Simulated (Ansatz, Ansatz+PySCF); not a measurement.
```json
{"atom": "Si", "x (Å)": "0.0000", "y (Å)": "0.0000", "z (Å)": "0.0000"}
{"atom": "C", "x (Å)": "0.0000", "y (Å)": "0.0000", "z (Å)": "1.8039"}
```

Basis set: def2-SVP (spherical functions). Frozen core: 6 orbitals. Correlation on ROHF uses semicanonical orbitals with singles. Charge 0, multiplicity 3.

Computed with Ansatz (development build ahead of 0.2.0); the reference of a correlated method needn't be the lowest determinant of its kind.

The atomization energy at this shape (free ground-state atoms in the same class of orbitals less the molecule, no zero-point energy) of triplet SiC:

```json
{"method": "ROHF-CCSD(T)", "atomization energy": "3.94 eV"}
{"method": "UHF-CCSD(T)", "atomization energy": "3.89 eV"}
{"method": "UHF-MP2", "atomization energy": "3.46 eV"}
{"method": "ROHF-MP2", "atomization energy": "3.44 eV"}
{"method": "ROHF", "atomization energy": "2.04 eV"}
```

Problem. What does UHF give?

Solution. 2.68 eV. Caution for ROHF-CCSD(T), ROHF-MP2, ROHF: an unrestricted determinant lies well below. Caution for UHF-CCSD(T), UHF-MP2, UHF: the unrestricted determinant is spin contaminated. Caution for ROHF-MP2: another reference gives a lower total.
